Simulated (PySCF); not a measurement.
Compound: C8H11P.
Atom-mapped SMILES: `[CH3:1][CH2:2][c:3]1[p:4][cH:5][cH:6][cH:7][c:8]1[CH3:9]`

Structure used (GFN2-xTB), in Å, numbered top down from 1:
```
atom  x, y, z in Å
C1    -2.7450   -0.8102   -0.0870
C2    -1.6796    0.2751   -0.0527
C3    -0.2658   -0.2473    0.0161
P4    -0.0500   -1.9799    0.1127
C5     1.6743   -2.1026    0.1655
C6     2.5464   -1.0378    0.1306
C7     2.1228    0.2771    0.0547
C8     0.7880    0.6656    0.0030
C9     0.4893    2.1364   -0.0730
H10   -2.6014   -1.4597   -0.9486
H11   -2.6983   -1.4204    0.8129
H12   -3.7347   -0.3627   -0.1514
H13   -1.7814    0.9031   -0.9440
H14   -1.8587    0.9225    0.8125
H15    2.0765   -3.1067    0.2278
H16    3.6107   -1.2346    0.1629
H17    2.8761    1.0534    0.0349
H18   -0.1361    2.4474    0.7632
H19    1.4076    2.7179   -0.0508
H20   -0.0459    2.3739   -0.9921
```

NICS = −σ at a ghost point: NICS(0) at the centroid of the ring atoms, NICS(1) 1 Å to either side along the normal of their mean plane, zz for the tensor component along that normal. Level: GIAO PBE0/pcSseg-1 (PySCF, non-relativistic, gas phase) on the GFN2-xTB geometry, one conformer.

Ring bond lengths (Å), with Mayer bond orders in brackets: C3–P4 1.749 (1.31), P4–C5 1.729 (1.30), C5–C6 1.377 (1.46), C6–C7 1.383 (1.46), C7–C8 1.391 (1.43), C8–C3 1.394 (1.38).

Problem. Give the NICS values of each ring in ppm.

Solution. 
```tsv
ring	type	NICS(0)	NICS(1), two faces	NICS(1)zz, two faces	rms pucker (Å)	centre to ring atoms, mean (Å)
C3–P4–C5–C6–C7–C8	6-membered ring with P; formal bonds all aromatic	-7.5	-10.8 / -10.7	-26.5 / -26.5	0.00	1.50
```

Problem. What do they say, and how far can they be read as aromaticity?

Solution. 
- C3–P4–C5–C6–C7–C8: mean NICS(1)zz -26.5 ppm, shielded.

Problem. And the bond-length index? HOMA = 1 − mean of α(R − Ropt)² over the ring bonds, with Krygowski's 1993 parameters (CC: Ropt 1.388 Å, α 257.7 Å⁻²; CP: Ropt 1.698 Å, α 118.91 Å⁻²).

Solution. 
- C3–P4–C5–C6–C7–C8: HOMA 0.92; the largest term is that of C3–P4, α(R − Ropt)² = 0.31.

Problem. List the ring angles and the Hirshfeld charges of the ring atoms.

Solution. 
- C3–P4–C5–C6–C7–C8: C3 123.8° (-0.049 e), P4 101.2° (+0.087 e), C5 125.2° (-0.114 e), C6 122.9° (-0.049 e), C7 124.1° (-0.050 e), C8 122.8° (+0.010 e); sum 720.0° against 720° for a flat convex ring.

Problem. How shielded are the nuclei of the rings and their hydrogens (means over atoms taken as equivalent)?

Solution. 
| atoms | environment | σ isotropic (ppm) | principal values of the symmetric part, first atom (ppm) |
| --- | --- | --- | --- |
| C3 | substituted aromatic carbon | 1.6 | -153.9, -12.2, 170.7 |
| P4 | phosphorus bonded to 2 C | 98.6 | -181.1, -41.8, 518.8 |
| C5 | aromatic CH carbon | 24.8 | -140.0, 34.4, 180.1 |
| C6 | aromatic CH carbon | 50.4 | -63.3, 37.6, 177.0 |
| C7 | aromatic CH carbon | 50.4 | -46.9, 44.0, 154.0 |
| C8 | substituted aromatic carbon | 40.1 | -63.2, 11.3, 172.2 |
| H15 | aromatic hydrogen | 22.65 | 20.2, 20.5, 27.3 |
| H16 | aromatic hydrogen | 23.69 | 19.5, 24.7, 27.0 |
| H17 | aromatic hydrogen | 24.09 | 19.6, 23.8, 28.8 |
